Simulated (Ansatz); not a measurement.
Stepwise reaction of `C[Se][Al]([F])[F]` with hydrogen, as a gas-phase model of exchange steps in deposition or etching. ΔE in kJ/mol; ΔG adds harmonic PBE0-D4 terms to CCSD(T)/CBS, at 1 bar.

Gas-phase electronic energies from Ansatz, PBE0-D4/def2-TZVP geometries. CCSD(T)/CBS is the MP2 limit (def2-TZVPP, def2-QZVPP) plus CCSD(T) − MP2 in def2-TZVPP, frozen cores. This one scheme is used for every species. DFT in def2-TZVPP. B3LYP here is the variant with VWN-RPA as its local correlation; programs differ in this. For Se outer-core shells are correlated without core-valence functions, which leaves a few kJ/mol of doubt a bond. Scalar relativity is left out up to krypton. One conformer a species, not always the lowest.

| step | reaction | PBE-D4 | B3LYP-D4 | ωB97M-V | CCSD(T)/CBS | ΔG(400 K) |
| --- | --- | --- | --- | --- | --- | --- |
| 2 | `C[Se][AlH][F]` + H₂ → `C[Se][AlH2]` + H–F | 159.5 | 167.3 | 165.6 | 164.8 | 163.7 |

**Question.** Give the row of step 1, `C[Se][Al]([F])[F]` + H₂ → `C[Se][AlH][F]` + H–F. (Best estimate.)

**Answer.** Computed: 
| step | reaction | PBE-D4 | B3LYP-D4 | ωB97M-V | CCSD(T)/CBS | ΔG(400 K) |
| --- | --- | --- | --- | --- | --- | --- |
| 1 | `C[Se][Al]([F])[F]` + H₂ → `C[Se][AlH][F]` + H–F | 153.5 | 162.5 | 159.1 | 159.6 | 160.6 |

**Question.** By hand: ΔE of the 2 steps together at CCSD(T)/CBS.

**Answer.** (159.6) + (164.8) = 324.4 kJ/mol, or 162.2 kJ/mol a step.

In ΔE each step is higher than the one before. All are uphill at CCSD(T)/CBS. ΔG lies between 160.6 and 163.7 kJ/mol a step. PBE-D4 differs from CCSD(T)/CBS by -6.1 to -5.3 kJ/mol a step. Isolated molecules leave out the surface, adducts and barriers. Largest T1 diagnostic: 0.011.
